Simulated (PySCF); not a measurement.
Structure with atom numbers: `[BH2:1][NH:2][BH:3][F:4]`; H(Xn) means a hydrogen on atom n.

Geometry: PBE0-D3(BJ)/def2-SVP; GIAO shifts from PySCF 2.14.0 with density-fitted response routines, gas phase, non-relativistic, averaged over equivalent atoms.

At PBE0/IGLO-III (180 basis functions, 19 s wall time on 1 thread of an Arm Neoverse N1, shared host):
```json
{"atoms": "B1", "δ (ppm)": "52.2"}
{"atoms": "B3", "δ (ppm)": "34.4"}
{"atoms": "N2", "δ (ppm)": "168.4"}
{"atoms": "F4", "δ (ppm)": "-75.0"}
{"atoms": "H(N2)", "δ (ppm)": "6.17"}
{"atoms": "H(B1)", "δ (ppm)": "5.63"}
{"atoms": "H(B3)", "δ (ppm)": "4.96"}
```

Scale: $^{11}$B (σ = 99.94 ppm) vs BF3·OEt2; NH3 for $^{15}$N (σ = 260.55 ppm); $^{19}$F (σ = 174.63 ppm) vs CFCl3; $^{1}$H (σ = 31.37 ppm) vs TMS (reference shieldings calculated alike).

**Question.** Estimate the result of repeating the calculation with WP04/pcSseg-2.

**Answer.** 
```
atoms  δ at WP04/pcSseg-2  change
   B1                50.1    -2.1
   B3                33.7    -0.7
   N2               150.3   -18.1
   F4               -92.1   -17.1
H(N2)                5.80   -0.37
H(B1)                4.81   -0.82
H(B3)                4.29   -0.67
```

δ = σ(ref) − σ, references computed at the same level: $^{11}$B (σ = 94.19 ppm) against BF3·OEt2; NH3 for $^{15}$N (σ = 244.72 ppm); $^{19}$F (σ = 177.34 ppm) against CFCl3; $^{1}$H (σ = 31.61 ppm) vs TMS.

The largest change is at N2 (nitrogen bonded to 2 B, H). Cost: 200 basis functions, 10 s wall time on 1 thread of an Arm Neoverse V2, shared host.

Unscaled 19F shifts against computed CFCl3 carry errors that often reach 10 to 50 ppm. Experimental scales use liquid or dissolved standards, which lie at an offset from isolated NH3 (liquid NH3: subtract about 20 ppm). Unscaled 15N shifts of sp2 nitrogen come out 20 to 40 ppm too high even then.
